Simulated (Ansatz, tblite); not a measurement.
Forces on the cluster Te9Pb8⁻ at its PBE-D4/def2-SVP geometry. Charge -1, multiplicity 2.

In the def2 sets Pb, Te take a core potential; there is no spin–orbit coupling. The xTB rows come from tblite. Single mean-field runs in def2-SVP are fitted with def2-universal-jkfit. Another isomer (doublet) lies 0.62 eV lower at PBE0-D4/def2-SVP; other spin states weren't run for this one.

GFN1-xTB (tblite), largest force 1.45 eV/Å:

```xyz
17
positions Å, forces eV/Å
Pb    2.391    2.707    0.518   -1.058   -0.206   -0.318
Pb   -1.926   -3.582   -1.009    0.670    0.210    0.306
Pb   -1.938    4.445    0.964    0.514   -0.694   -0.294
Pb    0.668   -0.551   -0.451    0.195    0.098   -0.303
Pb    0.898   -4.579    1.606   -0.199    0.472   -0.841
Pb   -2.525    0.593   -0.101    0.870    0.386   -0.853
Pb    0.613   -0.603    3.430   -0.321    0.238   -0.975
Pb   -0.581    2.461   -2.411    0.232    0.039    0.711
Te    3.120   -0.582    1.877   -0.981   -0.349   -0.968
Te    2.609   -2.936   -0.150   -1.020    0.443    0.768
Te   -3.641    3.186   -1.136    0.982   -0.259    0.400
Te   -1.662   -1.155   -2.644    0.350    0.257    1.384
Te   -1.291   -2.493    1.873    0.986   -0.200   -0.518
Te    2.347    1.315   -2.144   -1.125    0.166    0.839
Te   -0.253    1.953    1.969    0.196   -0.196   -0.674
Te    0.443    4.857   -0.794   -0.186   -1.353    0.304
Te    0.729   -5.035   -1.399   -0.104    0.949    1.031
```

GFN2-xTB (tblite), largest force 1.55 eV/Å:

```
Pb -0.911 -0.418 -0.595
Pb 0.960 0.450 0.044
Pb 0.418 -0.735 -0.747
Pb 0.352 0.403 -0.459
Pb -0.205 0.757 -1.340
Pb 0.745 0.781 -1.119
Pb 0.191 0.246 -1.222
Pb 0.261 0.040 1.005
Te -0.973 0.129 0.050
Te -0.938 0.073 0.513
Te 0.964 -0.371 0.603
Te 0.160 -0.282 1.222
Te 0.707 -0.359 -0.057
Te -0.968 -0.018 0.905
Te 0.220 -0.212 0.059
Te -0.481 -0.929 0.228
Te -0.503 0.444 0.912
```

PBE-D4/def2-SVP (Ansatz), largest force 0.03 eV/Å:

```
Pb -0.021 0.002 -0.012
Pb -0.027 -0.018 0.003
Pb 0.013 -0.002 -0.020
Pb 0.014 0.009 -0.029
Pb 0.000 -0.009 0.000
Pb -0.003 -0.014 -0.015
Pb -0.006 0.017 -0.003
Pb -0.018 -0.001 -0.005
Te -0.009 -0.003 -0.009
Te 0.015 0.006 0.011
Te -0.015 0.005 0.007
Te 0.003 0.023 0.006
Te 0.000 0.000 0.001
Te 0.004 -0.011 0.020
Te 0.021 -0.004 0.026
Te 0.016 -0.009 0.017
Te 0.013 0.006 0.001
```
